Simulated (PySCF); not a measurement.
FeN2, singlet: data card

Method: PySCF, PBE0, basis Fe def2-TZVP, N def2-TZVP (no relativity, density fitting).

The structure is a minimum.

```
Point group                                                                   : C2v
Bond lengths                                                                  : Fe–N 1.547 Å (×2)
Bond angles                                                                   : N–Fe–N 111.2°
Heat capacity Cp at 298.15 K                                                  : 41.9 J/(mol K)
Dipole moment                                                                 : 4.39 D
Rotational symmetry number                                                    : 2
Rotational constants                                                          : 1.184, 0.3693, 0.2815 cm⁻¹
Lowest empty level                                                            : -4.00 eV
Principal polarisabilities                                                    : 28.2, 33.3, 59.5 bohr³
Enthalpy at 298.15 K above 0 K                                                : 10.81 kJ/mol
Principal quadrupole moments (Buckingham, traceless) about the centre of mass : -6.86, 2.85, 4.00 D Å
Entropy at 298.15 K and 1 bar                                                 : 255.0 J/(mol K)
Highest occupied level                                                        : -6.92 eV
Zero-point energy                                                             : 15.1 kJ/mol
Atomisation energy without zero-point energy                                  : 344 kJ/mol
```

Harmonic modes (masses in u: Fe 55.935, N 14.003):
| symmetry | ω (cm⁻¹) | IR (km/mol) | type |
| --- | --- | --- | --- |
| a1 | 439 | 1.1 | bend |
| b2 | 957 | 148 | stretch |
| a1 | 1124 | 0.2 | stretch |

In C2v the vibrations span 2a1 + b2. Here b1 is antisymmetric to the molecular plane and b2 lies in it.

Charges (e):
```csv
atom,Mulliken,Löwdin,polar tensor,Mayer order to Fe1
Fe1,0.80,0.26,0.90,–
"N2,3",-0.40,-0.13,-0.45,2.38
```
Other Mayer orders above 0.3: N–N 0.57.

Mulliken populations on Fe1: s 6.36, p 12.16, d 6.68, f 0.00.

Outer orbital energies (eV). occupied: -20.46, -11.23, -10.89, -10.23, -9.89, -9.37, -6.98, -6.92; empty: -4.00, -3.83, -2.29, -1.01.

Only a few start shapes were tried, so a lower isomer may exist. At this level a broken-symmetry Ms = 1 minimum of C2v symmetry lies 546 kJ/mol below this structure. At the minimum of this search the closed-shell solution is unstable towards spin polarisation, so a lower open-shell solution exists.

The final relaxation and frequency run took 21 s on 2 threads of a shared Intel Xeon Platinum 8488C (Sapphire Rapids) host, with 107 basis functions and 8 gradients; the process peaked at 1 GiB. Launch command: `OMP_NUM_THREADS=2 python axn.py task.json out`.
